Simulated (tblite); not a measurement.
Level: GFN2-xTB in tblite, geometry and Hessian alike; calculated harmonic values, unscaled, isolated species. Against measured fundamentals such values can be off by several per cent, at times by over 20. Modes of hydrogen on silicon can be 10 to 20 % off. One conformer each. Thermal functions are those of the rigid rotor and harmonic oscillator, without mixing of conformers.

Question: Order these by their ideal-gas entropy at 298.15 K and 1 bar, highest first (J/(mol K)).
A. `C=CC1=C(C)CC[P@@]1(C)=S`
B. `CC(=O)N[SiH2]C[SiH2]CC#N`
C. `CC(=O)[C@@H]1C[Si@H](C(N)=O)O1`
D. `C=C(C)[C@@H]1[SiH2][C@H]1O[SiH2]C`
E. `FC(C(F)(F)S(Cl)(=O)=O)(F)F`
F. `CO[C@@H](F)[C@]1(C#N)O[C@@H]1F`
G. `CC[C@H](CC(F)(F)F)C(=O)Cl`

Answer: B (499.6), D (483.7), G (471.2), A (463.8), E (451.7), C (443.4), F (420.7).

```json
{"SMILES": "CC(=O)N[SiH2]C[SiH2]CC#N", "atoms": "22", "mass (u)": "172.05", "symmetry number": "1", "modes under 300 cm⁻¹": "11", "ZPE (kJ/mol)": "415.6", "S translation (J/(mol K))": "173.1", "S rotation": "128.0", "S vibration": "198.6", "S": "499.6", "Cp": "220.2"}
{"SMILES": "C=C(C)[C@@H]1[SiH2][C@H]1O[SiH2]C", "atoms": "23", "mass (u)": "158.06", "symmetry number": "1", "modes under 300 cm⁻¹": "10", "ZPE (kJ/mol)": "462.7", "S translation (J/(mol K))": "172.0", "S rotation": "127.7", "S vibration": "184.0", "S": "483.7", "Cp": "212.9"}
{"SMILES": "CC[C@H](CC(F)(F)F)C(=O)Cl", "atoms": "19", "mass (u)": "188.02", "symmetry number": "1", "modes under 300 cm⁻¹": "9", "ZPE (kJ/mol)": "353.0", "S translation (J/(mol K))": "174.2", "S rotation": "129.4", "S vibration": "167.6", "S": "471.2", "Cp": "184.0"}
{"SMILES": "C=CC1=C(C)CC[P@@]1(C)=S", "atoms": "23", "mass (u)": "172.05", "symmetry number": "1", "modes under 300 cm⁻¹": "10", "ZPE (kJ/mol)": "486.2", "S translation (J/(mol K))": "173.1", "S rotation": "127.3", "S vibration": "163.5", "S": "463.8", "Cp": "198.8"}
{"SMILES": "O=S(=O)(Cl)C(F)(F)C(F)(F)F", "atoms": "11", "mass (u)": "217.92", "symmetry number": "1", "modes under 300 cm⁻¹": "9", "ZPE (kJ/mol)": "90.9", "S translation (J/(mol K))": "176.0", "S rotation": "128.0", "S vibration": "147.7", "S": "451.7", "Cp": "167.7"}
{"SMILES": "CC(=O)[C@@H]1C[Si@H](C(N)=O)O1", "atoms": "19", "mass (u)": "159.04", "symmetry number": "1", "modes under 300 cm⁻¹": "8", "ZPE (kJ/mol)": "363.4", "S translation (J/(mol K))": "172.1", "S rotation": "125.6", "S vibration": "145.8", "S": "443.4", "Cp": "183.1"}
{"SMILES": "CO[C@@H](F)[C@]1(C#N)O[C@@H]1F", "atoms": "15", "mass (u)": "149.03", "symmetry number": "1", "modes under 300 cm⁻¹": "8", "ZPE (kJ/mol)": "256.9", "S translation (J/(mol K))": "171.3", "S rotation": "124.0", "S vibration": "125.4", "S": "420.7", "Cp": "153.1"}
```

Entropies and Cp are for 298.15 K and 1 bar.
